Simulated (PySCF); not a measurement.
Be(Me) (CH3Be), SMILES [Be+][CH3], charge +1. Atoms are numbered in the order given.

```xyz
5

Be     0.0000     0.0000    -1.2295
C      0.0000     0.0000     0.4258
H      0.9020    -0.5208     0.7877
H     -0.9020    -0.5208     0.7877
H      0.0000     1.0415     0.7877
```
Charge +1, spin multiplicity 1.

Geometry: PBE-D3(BJ)/def2-TZVPD. The spin state was assumed, not searched. The isomer is the one that the SMILES or the coordinates give; other isomers of the formula were not compared.

Method: B3LYP/pcJ-1 (PySCF).

Isotropic couplings with Fermi-contact, spin-dipole and both spin-orbit terms, one fixed conformer, no vibrational averaging. Isotopes: 13C, 1H.

Computed spin–spin coupling constants:
```json
[
 {"pair": "C2–H3", "bonds apart": "1", "J (Hz)": "146.9"},
 {"pair": "C2–H4", "bonds apart": "1", "J (Hz)": "146.9"},
 {"pair": "C2–H5", "bonds apart": "1", "J (Hz)": "146.9"},
 {"pair": "H3–H4", "bonds apart": "2", "J (Hz)": "-15.2"},
 {"pair": "H3–H5", "bonds apart": "2", "J (Hz)": "-15.2"},
 {"pair": "H4–H5", "bonds apart": "2", "J (Hz)": "-15.2"}
]
```
